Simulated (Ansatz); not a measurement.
Cartesian coordinates in Å:
```
C 1.365 -0.917 -1.794
Zn -0.015 -0.255 -0.624
N -1.300 0.383 0.516
Al -1.019 1.013 2.142
H 2.352 -0.703 -1.377
H 1.302 -0.446 -2.777
H 1.280 -1.998 -1.926
H -2.247 0.364 0.158
H -2.210 1.547 3.046
H 0.493 1.011 2.636
```

The species carries charge 0 and has multiplicity 1.

(1) List the CAM-B3LYP/def2-TZVPP orbital energies in eV (the Gaussian-basis code of Ansatz). (An estimate is asked.)

Results:

(1) The calculation gave: Occupied: -9451.47, -1525.65, -1150.61, -1014.05, -1014.03, -1013.96, -390.35, -278.17, -133.50, -113.73, -89.81, -89.77, -89.62, -74.47, -74.27, -74.27, -23.50, -20.55, -15.98, -15.82, -15.75, -15.71, -15.70, -13.58, -12.33, -12.30, -11.96, -10.57, -9.61, -9.23, -8.66. Lowest empty: 0.35, 0.54, 0.88, 1.14, 1.85, 2.49, 3.18, 3.76.
